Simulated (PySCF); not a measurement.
Telling isomers of C₃H₉FOSi₃ apart by NMR

- PBE0/pcSseg-1 with gauge-including orbitals
- structure optimised with GFN2-xTB
- program: PySCF 2.14
- equivalent nuclei averaged, non-relativistic, a single conformation, in vacuum

Scale: TMS for ¹H (σref 31.72), ¹³C (σref 186.93) (reference shieldings calculated alike). Splittings of carbon signals by F and P are missing where no couplings were computed. Where no couplings were computed, multiplicities follow the n + 1 count of equivalent neighbours, and m marks all less simple cases (inequivalent or close neighbours, rings, F or P nearby). Shifts are as computed. Against solution values, carbons near 30 ppm lie about +3 ppm off and those near 130 ppm about +5 ppm. Of 1211 compounds with measured shifts, 218 miss one by over three times the rms of a fit or turn the order of signals round; such compounds aren't used in these exercises.

(1) Tabulate the signals of `COC1=C([SiH3])[Si@@H](F)[SiH2]1`, `C=C(F)[Si]1(C)[SiH2]O[SiH2]1` and their relative energies.

(2) What is the quickest way to tell COC1=C([SiH3])[Si@@H](F)[SiH2]1 from C=C(F)[Si]1(C)[SiH2]O[SiH2]1?

Answers

(1) 
```tsv
SMILES	carbon types	δC	δH	E rel. (kcal/mol)
COC1=C([SiH3])[Si@@H](F)[SiH2]1	2×C 1×CH3	201.2, 146.9, 61.1	5.94 (m, 1H), 5.20 (m, 1H), 5.15 (m, 1H), 4.16 (s, 3H), 4.03 (s, 3H)	14.7
C=C(F)[Si]1(C)[SiH2]O[SiH2]1	1×C 1×CH2 1×CH3	183.0, 112.2, -4.5	6.00 (m, 2H), 5.89 (m, 2H), 5.65 (m, 1H), 4.92 (m, 1H), 0.64 (s, 3H)	0.0
```

Energies are electronic energies at PBE0/pcSseg-1 on these geometries, without zero-point or thermal terms, each for the one conformer computed, which needn't be the lowest.

(2) Both give the same number of carbon signals, but DEPT or the intensities differ. The first has a methyl carbon bonded to O (CH3) at 61.1 ppm, the second a terminal =CH2 carbon at 112.2 ppm. Their most deshielded carbons lie at 201.2 and 183.0 ppm.
